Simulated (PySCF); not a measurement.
# [OsO2]+, quartet: structure and spectrum

These are results of UPBE0 in PySCF with Os def2-TZVP with ECP60, O def2-TZVP; scalar-relativistic core potentials, no spin–orbit coupling; density-fitted integrals, not measurements.

The structure is a minimum.

Coordinates in bohr (charge 1 multiplicity 4):
```
Os    0.0000    0.0000   -0.4621
O     1.3176    0.0000    2.7731
O    -1.3176    0.0000    2.7731
```

```json
{
 "Point group": "C2v",
 "Bond lengths": "Os–O 1.849 Å (×2), O–O 1.394 Å",
 "Bond angles": "O–Os–O 44.3°, O–O–Os 67.8° (×2)",
 "Rotational constants": "1.084, 0.2098, 0.1757 cm⁻¹",
 "Entropy at 298.15 K and 1 bar (electronic part: spin only)": "283.0 J/(mol K)",
 "Zero-point energy": "13.8 kJ/mol",
 "Dipole moment about the centre of mass": "3.48 D",
 "Heat capacity Cp at 298.15 K": "42.8 J/(mol K)",
 "Highest occupied level (β)": "-13.90 eV",
 "Rotational symmetry number": "2",
 "Enthalpy at 298.15 K above 0 K": "10.77 kJ/mol",
 "Spin squared ⟨S²⟩": "3.779",
 "Principal quadrupole moments (Buckingham, traceless) about the centre of mass": "-1.80, -1.52, 3.32 D Å",
 "Principal polarisabilities": "22.8, 26.9, 37.9 bohr³",
 "Lowest empty level (β)": "-10.69 eV"
}
```

Harmonic modes (masses in u: Os 191.961, O 15.995):
```json
{"symmetry": "b2", "ω (cm⁻¹)": "617", "IR (km/mol)": "12.0"}
{"symmetry": "a1", "ω (cm⁻¹)": "630", "IR (km/mol)": "0.7"}
{"symmetry": "a1", "ω (cm⁻¹)": "1054", "IR (km/mol)": "29.2"}
```

In C2v the vibrations span b2 + 2a1. Here b1 is antisymmetric to the molecular plane and b2 lies in it.

Charges (e):
```tsv
atom	Mulliken	Löwdin	polar tensor	spin (Mulliken)	Mayer order to Os1
Os1	1.17	1.03	1.34	2.68	–
O2,3	-0.09	-0.02	-0.17	0.16	1.23
```
Other Mayer orders above 0.3: O–O 0.94.

Mulliken populations on Os1 (electrons outside its core potential): s 2.43, p 6.09, d 6.25, f 0.05.

Outer orbital energies (eV). α occupied: -21.07, -20.62, -17.89, -16.84, -15.59, -15.57, -14.94, -14.32; empty: -10.05, -9.49, -5.69, -5.68. β occupied: -20.81, -20.39, -19.60, -17.42, -14.48, -13.90; empty: -10.69, -10.40, -9.79, -8.98.

This need not be the most stable arrangement of these atoms. Open d and f shells are described by one determinant, and the ground state may have another occupation or spin. At this level a doublet minimum of C2v symmetry lies 268 kJ/mol below this structure. With an element this heavy the missing spin–orbit coupling can shift these numbers.

The final relaxation and frequency run took roughly 80 core-seconds on a shared host.
